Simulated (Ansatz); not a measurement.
ClH3O3SW (`[OH][W]([OH])([OH])(=[S])[Cl]`), 9 atoms. The species carries charge 0 and has multiplicity 1. Correlated methods include outer-core shells of W, which these sets cover unevenly. W takes the def2 core potential. All runs use 4 threads of an Intel Xeon Platinum 8488C on a shared host. Correlated methods freeze the cores.

Give the basis size and wall time and peak host memory of each of these runs in Ansatz. direct RPA on PBE orbitals/def2-TZVPP energy; RKS ωB97M-V/def2-TZVPP energy and forces; RKS r2SCAN-D4/def2-TZVPP energy and forces; RKS SPW92 (LDA)/def2-TZVPP energy; RKS PBE0-D4/def2-TZVP relaxation (19 steps); RKS PBE0-D4/def2-TZVP frequencies; RKS ωB97M-V/def2-SVP energy; RKS PBE0-D4/def2-SVP energy; RHF-MP2/def2-QZVPP energy; RKS PBE0-D4/def2-QZVPP energy; RKS B2PLYP (frozen core)/def2-TZVPP energy; RHF-CCSD(T)/def2-TZVPP energy. (Estimate.)

Computed: Other jobs shared the machine, so times are rough.

```tsv
level	job	functions	wall time	peak host memory (GiB)
RKS SPW92 (LDA)/def2-TZVPP	energy	275	1.7 s	0.45
RKS PBE0-D4/def2-SVP	energy	125	2 s	0.32
RKS r2SCAN-D4/def2-TZVPP	energy and forces	275	5 s	0.49
RKS ωB97M-V/def2-SVP	energy	125	7 s	0.48
RKS B2PLYP (frozen core)/def2-TZVPP	energy	275	7.5 s	0.88
direct RPA on PBE orbitals/def2-TZVPP	energy	275	9 s	0.84
RKS PBE0-D4/def2-QZVPP	energy	482	12 s	2.2
RKS ωB97M-V/def2-TZVPP	energy and forces	275	13 s	1.2
RHF-MP2/def2-QZVPP	energy	482	31 s	3.1
RKS PBE0-D4/def2-TZVP	relaxation (19 steps)	225	79 s	0.77
RKS PBE0-D4/def2-TZVP	frequencies	225	3.4 min	0.76
RHF-CCSD(T)/def2-TZVPP	energy	275	5.9 min	8.2
```
